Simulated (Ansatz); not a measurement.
A nudged elastic band was laid between two geometries of C₂H₄BO (8 atoms, charge -1, multiplicity 1).

Computed with RKS PBE/def2-SVP (Ansatz 0.2.0).

| Quantity | Value |
| --- | --- |
| movable images | 9 |
| climbing image | yes |
| spring | 5.0 eV/Å² |
| optimiser | quadratic models (default) |
| start path | IDPP |
| force threshold | 0.5 eV/Å |
| iteration limit | 23 |
| end points | relaxed |

Initial state:

```xyz
8
Properties=species:S:1:pos:R:3
C -0.907 1.280 -0.250
B -0.090 0.079 -0.202
C 0.784 -1.052 0.421
O 0.466 -0.964 -1.007
H -1.347 1.680 -1.185
H -1.145 1.878 0.651
H 0.365 -1.957 0.924
H 1.872 -0.944 0.649
```

Final state:

```xyz
8
Properties=species:S:1:pos:R:3
C -0.906 1.281 -0.250
B -0.090 0.079 -0.202
C 0.784 -1.052 0.420
O 0.466 -0.965 -1.008
H -1.145 1.878 0.651
H -1.345 1.681 -1.185
H 0.365 -1.958 0.923
H 1.872 -0.944 0.650
```

Q: Which bonds break or form, and what moves?

A: No bond is made or broken. The dihedral H6–C1–B2–O4 goes from -180 to 0°. The two ends are copies of one structure, up to a mirror image or an exchange of like atoms.

Q: What energy profile does the band end with?

A: The run converged. The highest image is number 5 of 0 to 10, 1.38 eV above the ends, which have the same energy within 2 meV. The threshold of 0.5 eV/Å is loose, so the images may lie well off the minimum-energy path. The order of the stationary point at the top wasn't checked. Limits of this set-up: an anion without diffuse functions, the dipole of an ion depends on the origin.

| image | path coordinate (Å) | energy (eV) | dihedral H6–C1–B2–O4 (°) |
| --- | --- | --- | --- |
| 0 | 0.00 | 0.00 | -180 |
| 1 | 0.35 | 0.08 | -168 |
| 2 | 0.70 | 0.33 | -154 |
| 3 | 1.04 | 0.73 | -138 |
| 4 | 1.39 | 1.17 | -120 |
| 5 | 1.74 | 1.38 | -101 |
| 6 | 2.09 | 1.13 | -73 |
| 7 | 2.44 | 0.70 | -48 |
| 8 | 2.79 | 0.31 | -27 |
| 9 | 3.14 | 0.08 | -11 |
| 10 | 3.49 | 0.00 | 0 |

Q: What is the geometry of the highest image?

A: 
```xyz
8
Properties=species:S:1:pos:R:3
C -0.821 1.386 -0.410
B -0.010 0.143 -0.239
C 0.612 -1.172 0.479
O 0.886 -0.689 -0.905
H -1.908 1.371 -0.580
H -0.449 2.331 0.034
H 0.158 -2.196 0.503
H 1.532 -1.174 1.118
```

The run took 3.8 min on 1 thread of Intel(R) Xeon(R) Processor @ 2.50GHz (Skylake/Cascade Lake), with other jobs on the host, peak memory 0.14 GiB.
